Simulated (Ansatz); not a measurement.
This geometry of BrH + F3H3NOTa (11 atoms, charge 0, multiplicity 1) is a first-order saddle point.

Theory: Ansatz 0.2.0, RKS PBE/def2-SVP.

```xyz
11
Properties=species:S:1:pos:R:3
Ta -0.072 -0.089 0.228
O 1.931 -0.049 0.377
H 2.406 0.504 1.025
F -0.129 0.411 2.071
F 0.058 -0.378 -1.644
N -0.713 1.720 -0.164
H -0.996 2.389 0.559
H -0.904 2.065 -1.111
F -1.562 -1.235 0.441
Br 1.358 -2.925 0.654
H 2.082 -1.588 0.558
```

**Question.** Which two structures does it join? (They come from a converged band through this point; their orientation in space is the band's.)

**Answer.** Bonds broken: Br10–H11. Bonds formed: Ta1–Br10, O2–H11. BrH + F3H3NOTa becomes BrF3H4NOTa.

Initial state:

```xyz
11
Properties=species:S:1:pos:R:3
Ta -0.229 0.105 0.237
O 1.640 -0.202 0.575
H 2.410 0.387 0.674
F -0.630 0.621 2.029
F -0.101 -0.097 -1.654
N -0.764 1.954 -0.196
H -1.120 2.616 0.501
H -0.884 2.296 -1.154
F -1.445 -1.341 0.346
Br 2.380 -3.475 0.874
H 2.201 -2.039 0.763
```

Final state:

```xyz
11
Properties=species:S:1:pos:R:3
Ta -0.247 -0.445 0.241
O 2.005 0.129 0.316
H 2.203 0.658 1.115
F -0.093 0.111 2.063
F 0.097 -0.568 -1.619
N -0.599 1.478 -0.128
H -0.764 2.196 0.587
H -0.565 1.894 -1.065
F -1.978 -1.172 0.317
Br 0.963 -2.709 0.701
H 2.437 -0.747 0.467
```

**Question.** How far does it lie above each of them?

**Answer.** 8.3 kJ/mol above the first and 66.9 kJ/mol above the second. This is the barrier of this one path; another mechanism may lie lower. The orbitals stay closed-shell, which can raise the energy where a bond breaks towards radicals; this wasn't checked here.

The run took 4.9 min on 4 threads of Arm Neoverse V2, with other jobs on the host, peak memory 0.25 GiB.
